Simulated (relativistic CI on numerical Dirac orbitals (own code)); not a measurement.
## Hyperfine structure of Gd15+, mass number 155

Method of calculation: Dirac-Coulomb-Breit CI, separate exchange-only KLI orbitals for each configuration, a model potential for QED, unscaled Slater integrals (own radial code, finite nucleus).

Configuration list (outside the closed core [Kr]): 4d¹⁰4f³, 4d¹⁰4f²5s, 4d¹⁰4f5s², 4d¹⁰4f5s5p, 4d¹⁰4f²5p, 4d¹⁰4f5p², 4d¹⁰4f5s5d, 4d¹⁰4f²5d, 4d⁹4f⁴, 4d¹⁰4f5p5d, 4d⁹4f²5s², 4d¹⁰4f5d², 4d¹⁰4f²6s, 4d¹⁰4f²5f, 4d¹⁰4f²6p, 4d⁹4f³5s. Levels of other configurations are missing.

Nuclear spin I = 3/2, μ = -0.2591 μN, Q = 1.27 b (tables of Stone and Pyykkö). The electronic factors are computed for point nuclear moments, without core polarisation or the Bohr-Weisskopf and QED corrections.

```
          Level  E (cm⁻¹)  A (MHz)  B (MHz)
 4d¹⁰4f³ ⁴I°9/2       0.0   -270.4      776
4d¹⁰4f³ ⁴I°11/2    4729.4   -212.4      786
4d¹⁰4f³ ⁴I°13/2    9591.7   -178.5      863
4d¹⁰4f³ ⁴I°15/2   14490.2   -158.6      991
 4d¹⁰4f³ ⁴F°3/2   24926.0   -301.1     -531
 4d¹⁰4f³ ²H°9/2   25336.7   -227.7     -680
 4d¹⁰4f³ ⁴F°5/2   27642.7   -183.2     -506
 4d¹⁰4f³ ⁴F°7/2   29677.0   -163.4    -1040
```

Levels with J = 0, under 50 % of one LS term, or S terms without an open s electron are left out. Small factors come from cancelling terms and can be off by tens of per cent or more.

At this charge transitions that keep the count of f electrons are usually good to a few per cent. Terms inside the open d or f shell come out 10 to 20 % too wide with unscaled integrals. Levels and lines within the n = 5 or 6 shells can be off by up to 10 % or somewhat more, and those that change n by about 2 %, since core polarisation is missing. Levels that differ in their count of f electrons can be misplaced by several ten thousand cm⁻¹, since the correlation energy of f electrons is missing or only estimated; rates across such gaps can be off by orders of magnitude.

Problem. Give the hyperfine levels of 4d¹⁰4f³ ⁴I°9/2 relative to its centre of gravity.

Solution. With K = F(F + 1) − I(I + 1) − J(J + 1), E = AK/2 + B[¾K(K + 1) − I(I + 1)J(J + 1)]/[2I(2I − 1)J(2J − 1)]: F = 3: 2587, F = 4: 987.4, F = 5: -526.3, F = 6: -1631 MHz.

LS names give the leading component of a level, which can be under half, so a name can repeat, a term be missing and a line seem to break the LS rules.
